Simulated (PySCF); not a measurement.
# Correlation energy of Ho³⁹⁺ (holmium, charge +39)

[Ar] 3d10, closed-shell 1S. Calculation: PySCF 2.14, in an even-tempered Gaussian basis (18 s from 7.3 bohr⁻², ratio 2.5; 13 p from 9.5 bohr⁻², ratio 2.5; 8 d from 9.5 bohr⁻², ratio 2.5; 4 f from 42 bohr⁻², ratio 2.7; 3 g from 63 bohr⁻², ratio 2.7); scalar relativity by spin-free X2C-1e. Frozen: [Ne]; 18 electrons correlated; the 33 highest virtual orbitals of each spin left out.

```
  level  correlation energy (mhartree)
   CCSD                        -768.49
    (T)                          -0.66
CCSD(T)                        -769.15
```

Diagnostics: T1 = 0.00015, D1 = 0.0002, largest double amplitude 0.004.

Q: Is a single reference adequate?

A: Yes, within this model without spin-orbit coupling: T1 lies below 0.03 and no double amplitude reaches 0.07.

At this charge the one-electron X2C treatment keeps the bare 1/r₁₂, with no two-electron picture change or Breit term. The effect here is smaller than on the frozen 1s shell; and a scalar Hamiltonian misses the large spin-orbit splitting of the p shells, which matters for ns² → np² pairs.
